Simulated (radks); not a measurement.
Initial-state core-level shifts of the cobalt ion Co+ when its valence configuration changes from [Ar] 3d8. All-electron calculation, scalar-relativistic Kohn-Sham, LDA (Slater exchange, Perdew-Wang correlation), spin-polarised, spherical densities, finite nucleus; open shells are filled with parallel spins first; Fermi nuclear charge, rms radius 3.7875 fm. Program: a radial shooting solver on a logarithmic mesh with Libxc functionals. Shifts are changes of the shell-averaged eigenvalues in eV (positive: less bound); the change of the density at the nucleus, which sets a Mossbauer isomer shift, is in e/bohr^3, on a base of 1.726e+04.

| valence | 2s | 2p | 3s | 3p | density at nucleus |
|---|---|---|---|---|---|
| 3d7 4s1 | -5.946 | -5.881 | -5.321 | -5.174 | +10.170 |
| 3d7.5 4p0.5 | -3.513 | -3.485 | -3.307 | -3.241 | +0.524 |
| 3d6 4p2 | -16.174 | -16.028 | -14.533 | -14.188 | +3.344 |
| 3d7 4p1 | -7.381 | -7.318 | -6.846 | -6.699 | +1.247 |
| 3d6.5 4s1 4p0.5 | -10.203 | -10.101 | -9.124 | -8.886 | +11.884 |
| 3d6 4s1 4p1 | -14.807 | -14.663 | -13.113 | -12.773 | +13.907 |
| 3d6 4s2 | -13.588 | -13.450 | -11.893 | -11.567 | +22.828 |
